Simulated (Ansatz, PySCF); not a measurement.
System: C₃H₈O, charge 0, singlet. C3H8O (SMILES C(CO)C).
B3LYP-D3(BJ)/def2-TZVP minimum from Ansatz (a quantum-chemistry and plane-wave program):
```
C
H 1 1.0931
H 1 1.0931 2 106.71
C 1 1.5158 2 108.50 3 116.72
H 4 1.0982 1 109.76 2 -178.75
H 4 1.0982 5 107.60 1 119.40
O 4 1.4257 5 110.66 6 121.00
H 7 0.9622 4 108.88 5 -59.59
C 1 1.5259 2 110.31 3 -119.84
H 9 1.0907 1 111.06 2 58.82
H 9 1.0927 10 107.62 1 -122.12
H 9 1.0927 10 107.62 11 -115.77
```

Total energies in hartree (Ansatz). UHF or UKS for unpaired electrons; spin-orbit terms are left out. Correlated methods leave the cores frozen. No relativity. For partners of very few electrons the exact lower level stands in for a higher one.

```tsv
species	HF/cc-pVTZ	CCSD(T)/cc-pVTZ	HF/cc-pVQZ	CCSD(T)/cc-pVQZ	CCSD(T)/cc-pVDZ	CCSDT(Q)/cc-pVDZ
1: C3H8O (SMILES CCCO)	-193.19017	-194.03478	-193.20431	-194.09592	-193.82103	-193.82313
2: C (triplet)	-37.69157	-37.78076	-37.69331	-37.78654	-37.76038	-37.76071
3: O (triplet)	-74.81176	-74.97396	-74.81729	-74.99357	-74.90995	-74.91013
4: H (doublet)	-0.49981	-0.49981	-0.49995	-0.49995	-0.49928	-0.49928
```

Work out the enthalpy of formation at 298 K (by atomisation, with rigid-rotor harmonic-oscillator terms from PySCF's Hessian at B3LYP-D3(BJ)/def2-TZVP and the atoms' measured values of the G2/97 table; no spin-orbit terms) in kJ/mol: take Hartree-Fock from cc-pVQZ, extrapolate the CCSD(T) correlation energy as X^-3 (X = 3, 4), and add CCSDT(Q) - CCSD(T) in cc-pVDZ. The further terms named in the bracket sum to +1.66385 hartree. 1 hartree = 2625.5 kJ/mol.


Species 1: correlation (64·(-0.89161) - 27·(-0.84461))/37 = -0.92591; step -0.00210; E1 = -193.20431 + (-0.92591) + (-0.00210) = -194.13232
Species 2: correlation (64·(-0.09323) - 27·(-0.08919))/37 = -0.09618; step -0.00033; E2 = -37.69331 + (-0.09618) + (-0.00033) = -37.78982
Species 3: correlation (64·(-0.17628) - 27·(-0.16220))/37 = -0.18655; step -0.00018; E3 = -74.81729 + (-0.18655) + (-0.00018) = -75.00402
Species 4: correlation (64·(0.00000) - 27·(0.00000))/37 = 0.00000; step +0.00000; E4 = -0.49995 + (0.00000) + (+0.00000) = -0.49995
+1·E1 -3·E2 -1·E3 -8·E4 +1.66385 = -0.09539 hartree = -250.5 kJ/mol. Measured: -61.0 kcal/mol, -255.1 kJ/mol (CRC Handbook, as tabulated in the package chemicals); atomic spin-orbit terms, which the calculations lack, would raise the computed values. The composite differs from it by +4.6 kJ/mol; core, relativistic and spin-orbit terms are not in it.
